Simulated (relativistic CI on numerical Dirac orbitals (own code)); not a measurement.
**One change at a time: Sc2+**

Base calculation: Dirac-Coulomb-Breit CI, separate exchange-only KLI orbitals for each configuration, a model potential for QED, valence Slater integrals scaled by 0.85, P86 correlation energy added to each configuration.

Configuration list (outside the closed core [Ne] 3s2): 3p⁶3d, 3p⁶4s, 3p⁶4p, 3p⁶5s, 3p⁶4d, 3p⁶5p, 3p⁶4f, 3p⁶5d, 3p⁶6s, 3p⁶6p, 3p⁵3d², 3p⁶5f, 3p⁶5g, 3p⁶6d. Levels of other configurations are missing.

Variants: (1) no correlation estimate; (2) valence Slater integrals scaled by 0.75. Shifts of the energy above 3p⁶3d ²D3/2, in cm⁻¹, for the lowest level and the first level of each name with at least 55 % of one term (blank where a level changes its place among those of its configuration and J or its character, or is not in the variant):

| Level | Base | Δ(1) | Δ(2) | Measured |
| --- | --- | --- | --- | --- |
| 3p⁶3d ²D3/2 | 0.0 | 0.0 | 0.0 | 0.0 |
| 3p⁶3d ²D5/2 | 162.6 | 0.0 | 0.0 | 197.6 |
| 3p⁶4s ²S1/2 | 27606.0 | -4673.1 | 0.0 | 25539.3 |
| 3p⁶4p ²P°1/2 | 63137.8 | -5112.8 | +2.4 |  |
| 3p⁶4p ²P°3/2 | 63569.3 | -5112.9 | +2.0 |  |
| 3p⁶4d ²D3/2 | 112074.3 | -5390.8 | 0.0 |  |
| 3p⁶4d ²D5/2 | 112119.0 | -5390.8 | 0.0 |  |
| 3p⁶5s ²S1/2 | 114605.7 | -6061.6 | 0.0 | 114862.5 |
| 3p⁶5p ²P°1/2 | 127999.4 | -6509.1 | +0.6 | 128107.1 |
| 3p⁶5p ²P°3/2 | 128158.4 | -6509.1 | +0.5 | 128283.1 |
| 3p⁶4f ²F°5/2 | 138415.8 | -9021.0 | +34.8 |  |
| 3p⁶4f ²F°7/2 | 138415.9 | -9021.1 | +34.5 |  |
| 3p⁶5d ²D3/2 | 147936.1 | -6854.9 | 0.0 |  |
| 3p⁶5d ²D5/2 | 147954.8 | -6854.9 | 0.0 |  |
| 3p⁶6s ²S1/2 | 148601.9 | -6734.1 | 0.0 | 149194.0 |
| 3p⁶6p ²P°1/2 | 155086.0 | -6999.3 | +0.3 | 155489.8 |
| 3p⁶6p ²P°3/2 | 155162.1 | -6999.3 | +0.2 | 155575.2 |
| 3p⁶5f ²F°5/2 | 160714.2 | -9014.2 | +29.1 |  |
| 3p⁶5f ²F°7/2 | 160714.4 | -9014.3 | +28.9 |  |
| 3p⁶5g ²G7/2 | 160985.2 | -8982.2 | 0.0 |  |
| 3p⁶5g ²G9/2 | 160985.3 | -8982.2 | 0.0 |  |
| 3p⁶6d ²D3/2 | 165437.0 | -7395.9 | 0.0 |  |

For a near-neutral ion this model can misplace configurations by up to about 10,000 cm⁻¹ (more where the count of f electrons changes) and terms by 10 to 25 % of their spread. Rates follow the energies as ν³ (E1, M1) or ν⁵ (E2), so they and the lifetimes can be off by large factors. The fine structure of a lone outer electron comes out too small, for d and f at times inverted, and misplaced configurations move strength between like terms. 8 of the 8 excited levels that our extract of the measured tables holds in this range could be paired (the sources list more); they are missed by 500 cm⁻¹ on average and 2067 at most, and levels without a partner can miss by more.

Measured levels: Sugar and Corliss, J. Phys. Chem. Ref. Data 9, 473 (1980).

Ionisation energy from the two ground configurations alone: base 24.86 eV; no correlation estimate 23.74 eV. The NIST ASD value (measured) is 24.7568 eV.
